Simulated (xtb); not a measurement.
Input file for xtb: GFN1-xTB on C2H7Cl (a complex), monomers drawn apart or pushed together.

```
$ xtb mol.xyz --gfn 1 --sp --chrg 0 --uhf 0
10

C     -0.02142497     0.03546985    -0.09519288
H      0.41186808     0.57223824     0.74711636
H     -1.10861543     0.07947840    -0.03701104
H      0.30772096     0.49173539    -1.02770916
H      0.30161639    -1.00491867    -0.07010765
C     -0.77914046    -0.44305310     5.85688346
Cl     0.47833464     0.77918791     6.23875028
H     -1.09755294    -0.90503588     6.78632314
H     -1.61037146     0.06233582     5.37519040
H     -0.34562364    -1.18092321     5.18934949
```

Output:

```
[...]
           -------------------------------------------------
          |                Calculation Setup                |
           -------------------------------------------------



molecular fragmentation (1/2 indicates fragments):
1111122222
# atoms in fragment 1/2:     5     5
 fragment masses (1/2) :       16.04       50.49
CMA distance (Bohr)    :  11.769
constraining FC (au)   :  0.0500

           -------------------------------------------------
          |                 G F N 1 - x T B                 |
           -------------------------------------------------

        Reference                      10.1021/acs.jctc.7b00118
      * Hamiltonian:
        H0-scaling (s, p, d)           1.850000    2.250000    2.000000
        zeta-weighting                 0.000000
      * Dispersion:
        s8                             2.400000
        a1                             0.630000
        a2                             5.000000
        s9                             0.000000
      * Repulsion:
        kExp                           1.500000
        rExp                           1.000000
      * Coulomb:
        alpha                          2.000000
        third order                    atomic
        anisotropic                    false
      * Halogen bond correction:
        rad-scale                      1.300000
        damping                        0.440000


          ...................................................
          :                      SETUP                      :
          :.................................................:
          :  # basis functions                  32          :
          :  # atomic orbitals                  31          :
          :  # shells                           21          :
          :  # electrons                        22          :
          :  # halogen bonds                     0          :
          :  max. iterations                   250          :
          :  Hamiltonian                  GFN1-xTB          :
          :  restarted?                      false          :
          :  GBSA solvation                  false          :
          :  PC potential                    false          :
          :  electronic temp.          300.0000000     K    :
          :  accuracy                    1.0000000          :
          :  -> integral cutoff          0.2500000E+02      :
          :  -> integral neglect         0.1000000E-07      :
          :  -> SCF convergence          0.1000000E-05 Eh   :
          :  -> wf. convergence          0.2000000E-04 e    :
          :  Broyden damping             0.4000000          :
          :  net charge                          0          :
          :  unpaired electrons                  0          :
          ...................................................

 iter      E             dE          RMSdq      gap      omega  full diag
   1    -12.3614961 -0.123615E+02  0.646E+00    6.91       0.0  T
   2    -12.3721498 -0.106537E-01  0.393E+00    6.66       1.0  T
   3    -12.3724160 -0.266223E-03  0.590E-01    6.49       1.0  T
   4    -12.3731442 -0.728242E-03  0.140E-01    6.61       1.0  T
   5    -12.3732111 -0.668087E-04  0.750E-02    6.56       1.0  T
   6    -12.3732306 -0.195611E-04  0.546E-03    6.57       5.8  T
   7    -12.3732307 -0.127290E-06  0.505E-04    6.57      62.7  T
   8    -12.3732307 -0.965985E-09  0.289E-04    6.57     109.5  T
   9    -12.3732307 -0.178993E-09  0.861E-06    6.57    3671.6  T
  10    -12.3732307 -0.261124E-12  0.101E-06    6.57   31369.1  T

   *** convergence criteria satisfied after 10 iterations ***

         #    Occupation            Energy/Eh            Energy/eV
      -------------------------------------------------------------
         1        2.0000           -0.9017249             -24.5372
       ...           ...                  ...                  ...
         5        2.0000           -0.5550623             -15.1040
         6        2.0000           -0.5307098             -14.4413
         7        2.0000           -0.5140355             -13.9876
         8        2.0000           -0.5139207             -13.9845
         9        2.0000           -0.5135617             -13.9747
        10        2.0000           -0.4539974             -12.3539
        11        2.0000           -0.4539626             -12.3530 (HOMO)
        12                         -0.2125063              -5.7826 (LUMO)
        13                         -0.1469306              -3.9982
        14                         -0.1273031              -3.4641
        15                         -0.0850928              -2.3155
        16                         -0.0849628              -2.3120
       ...                                ...                  ...
        31                          0.5130718              13.9614
      -------------------------------------------------------------
                  HL-Gap            0.2414563 Eh            6.5704 eV
             Fermi-level           -0.3332345 Eh           -9.0678 eV

 SCC (total)                   0 d,  0 h,  0 min,  0.005 sec
 SCC setup                      ...        0 min,  0.000 sec (  1.589%)
 Dispersion                     ...        0 min,  0.000 sec (  0.979%)
 classical contributions        ...        0 min,  0.000 sec (  0.506%)
 integral evaluation            ...        0 min,  0.001 sec ( 22.856%)
 iterations                     ...        0 min,  0.002 sec ( 35.200%)
 molecular gradient             ...        0 min,  0.002 sec ( 36.313%)
 printout                       ...        0 min,  0.000 sec (  2.257%)

         :::::::::::::::::::::::::::::::::::::::::::::::::::::
         ::                     SUMMARY                     ::
         :::::::::::::::::::::::::::::::::::::::::::::::::::::
         :: total energy             -12.251411215138 Eh    ::
         :: gradient norm              0.015862347742 Eh/a0 ::
         :: HOMO-LUMO gap              6.570359490094 eV    ::
         ::.................................................::
         :: SCC energy               -12.373230744874 Eh    ::
         :: -> electrostatic           0.003111703110 Eh    ::
         :: repulsion energy           0.123229205441 Eh    ::
         :: dispersion energy         -0.001409675705 Eh    ::
         :: halogen bond corr.         0.000000000000 Eh    ::
         :: add. restraining           0.000000000000 Eh    ::
         :: total charge               0.000000000000 e     ::
         :::::::::::::::::::::::::::::::::::::::::::::::::::::

           -------------------------------------------------
          |                Property Printout                |
           -------------------------------------------------

    * Orbital Energies and Occupations

         #    Occupation            Energy/Eh            Energy/eV
      -------------------------------------------------------------
         1        2.0000           -0.9017249             -24.5372
         2        2.0000           -0.6528940             -17.7662
         3        2.0000           -0.6277377             -17.0816
         4        2.0000           -0.5553164             -15.1109
         5        2.0000           -0.5550623             -15.1040
         6        2.0000           -0.5307098             -14.4413
         7        2.0000           -0.5140355             -13.9876
         8        2.0000           -0.5139207             -13.9845
         9        2.0000           -0.5135617             -13.9747
        10        2.0000           -0.4539974             -12.3539
        11        2.0000           -0.4539626             -12.3530 (HOMO)
        12                         -0.2125063              -5.7826 (LUMO)
        13                         -0.1469306              -3.9982
Note: The following floating-point exceptions are signalling: IEEE_DENORMAL
normal termination of xtb
        14                         -0.1273031              -3.4641
        15                         -0.0850928              -2.3155
        16                         -0.0849628              -2.3120
        17                         -0.0607409              -1.6528
        18                         -0.0604344              -1.6445
        19                         -0.0601230              -1.6360
        20                         -0.0347545              -0.9457
        21                         -0.0347288              -0.9450
        22                         -0.0255768              -0.6960
       ...                                ...                  ...
        31                          0.5130718              13.9614
      -------------------------------------------------------------
                  HL-Gap            0.2414563 Eh            6.5704 eV
             Fermi-level           -0.3332345 Eh           -9.0678 eV

  Mulliken/CM5 charges         n(s)   n(p)   n(d)
     1C    -0.13070 -0.32214   0.986  3.144  0.000
     2H     0.03327  0.08120   0.967  0.000  0.000
     3H     0.03187  0.07969   0.968  0.000  0.000
     4H     0.03339  0.08128   0.967  0.000  0.000
     5H     0.03217  0.07998   0.968  0.000  0.000
     6C     0.03682 -0.10829   1.017  2.946  0.000
     7Cl   -0.15665 -0.16761   1.950  5.221 -0.015
     8H     0.04001  0.09202   0.960  0.000  0.000
     9H     0.03989  0.09191   0.960  0.000  0.000
    10H     0.03992  0.09196   0.960  0.000  0.000

Wiberg/Mayer (AO) data.
largest (>0.10) Wiberg bond orders for each atom

 ---------------------------------------------------------------------------
     #   Z sym  total        # sym  WBO       # sym  WBO       # sym  WBO
 ---------------------------------------------------------------------------
     1   6 C    3.993 --     3 H    0.998     5 H    0.998     2 H    0.998
                             4 H    0.998
     2   1 H    1.001 --     1 C    0.998
     3   1 H    1.002 --     1 C    0.998
     4   1 H    1.001 --     1 C    0.998
     5   1 H    1.002 --     1 C    0.998
     6   6 C    3.951 --    10 H    0.997     9 H    0.997     8 H    0.997
                             7 Cl   0.961
     7  17 Cl   0.999 --     6 C    0.961
     8   1 H    1.013 --     6 C    0.997
     9   1 H    1.013 --     6 C    0.997
    10   1 H    1.013 --     6 C    0.997
 ---------------------------------------------------------------------------

Topologies differ in total number of bonds
Writing topology from bond orders to xtbtopo.mol

 dipole moment from electron density (au)
     X       Y       Z
  -0.5263  -0.5117  -0.1625  total (Debye):    1.911


           -------------------------------------------------
          | TOTAL ENERGY              -12.251411215138 Eh   |
          | GRADIENT NORM               0.015862347742 Eh/α |
          | HOMO-LUMO GAP               6.570359490094 eV   |
           -------------------------------------------------

------------------------------------------------------------------------
------------------------------------------------------------------------
 total:
 SCF:
```

The run finished.

Cost: around 0.03 core-seconds (rough).
